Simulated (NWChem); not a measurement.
Molecule: BHOCl$_{2}$; SMILES OB(Cl)Cl

```xyz
5

B      0.3747     0.0315     0.0000
Cl    -0.4738    -1.5177     0.0000
Cl    -0.5386     1.5247     0.0000
O      1.7117     0.0926     0.0000
H      2.1328    -0.7747     0.0000
```
Atoms are numbered in this order, from 1.

Level: PBE0/def2-SVP (NWChem), optimised geometry, unscaled harmonic frequencies. 

| frequency (cm⁻¹) | IR intensity (km/mol) |
|---|---|
| 269 | 1.7 |
| 360 | 9.9 |
| 497 | 2.8 |
| 572 | 14.3 |
| 583 | 138.5 |
| 871 | 216.4 |
| 1125 | 382.1 |
| 1407 | 331.9 |
| 3896 | 127.9 |

```json
{
 "zero_point_energy": "13.7 kcal/mol",
 "thermal correction to the enthalpy at 298.15 K (with zero-point energy)": "17.0 kcal/mol",
 "heat capacity Cv": "13.6 cal/(mol K)",
 "entropy at 298.15 K and 1 atm (symmetry number 1)": "70.5 cal/(mol K)",
 "dipole_moment": "1.98 D"
}
```

Rigid rotor and harmonic oscillator.
